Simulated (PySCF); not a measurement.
SMILES [SiH3]c1ccccc1Cl (C₆H₇ClSi) (GFN2-xTB optimised geometry):

```
15

Si     1.324     2.133     0.001
C      0.424     0.472     0.001
C      1.087    -0.749     0.001
C      0.396    -1.948     0.000
C     -0.989    -1.948     0.000
C     -1.680    -0.749     0.000
C     -0.965     0.436     0.000
Cl    -1.819     1.941    -0.002
H      2.759     1.842     0.015
H      0.949     2.883     1.199
H      0.970     2.869    -1.213
H      2.168    -0.755     0.001
H      0.936    -2.883     0.000
H     -1.534    -2.880     0.000
H     -2.759    -0.731     0.000
```

Level of theory: PBE/def2-TZVP (PySCF).

Task: What are the frontier orbital energies and the dipole moment?

Result: HOMO-2 -7.47 eV, HOMO-1 -6.70 eV, HOMO -6.21 eV, LUMO -1.72 eV, LUMO+1 -1.50 eV; dipole moment 1.66 D.

Meta-Löwdin charges at PBE/def2-TZVP: Si1 0.43, C2 -0.22, C3 -0.10, C4 -0.13, C5 -0.11, C6 -0.13, C7 0.02, Cl8 -0.04, H9 -0.09, H10 -0.07, H11 -0.07, H12 0.12, H13 0.13, H14 0.13, H15 0.13.
